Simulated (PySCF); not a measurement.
## Cl²⁺ (chlorine, charge +2) across methods

[Ne] 3s2 3p3, high-spin 4S determinant. Computed with PySCF 2.14 in x2c-TZVPPall with one added diffuse shell each of s, p, d type (6s6p4d1f, 51 functions), with scalar relativity by spin-free X2C-1e.

| method | E (hartree) | mean ε 3s α (eV) | mean ε 3s β (eV) | mean ε 3p α (eV) | Σ⟨r²⟩ (bohr²) | ⟨S²⟩ |
| --- | --- | --- | --- | --- | --- | --- |
| PBEsol | -459.3363 | -46.286 | -42.233 | -33.014 | 15.35 | 3.750 |
| r2SCAN0 | -460.1837 | -50.397 | -43.793 | -35.404 | 15.31 | 3.750 |
| PBE | -460.0308 | -46.414 | -42.325 | -33.094 | 15.35 | 3.750 |
| PBE0 | -460.0670 | -49.462 | -43.862 | -34.948 | 15.33 | 3.750 |
| LDA | -458.6893 | -46.208 | -42.569 | -33.023 | 15.37 | 3.750 |
| r2SCAN | -460.1843 | -47.806 | -42.319 | -33.767 | 15.31 | 3.750 |
| UHF | -459.62694 | -57.725 | -46.764 | -39.680 | 15.43 | 3.751 |
| BP86 | -460.2550 | -46.412 | -42.548 | -33.090 | 15.31 | 3.750 |
| LC-wPBE | -460.0905 | -52.581 | -47.103 | -38.003 | 15.31 | 3.750 |
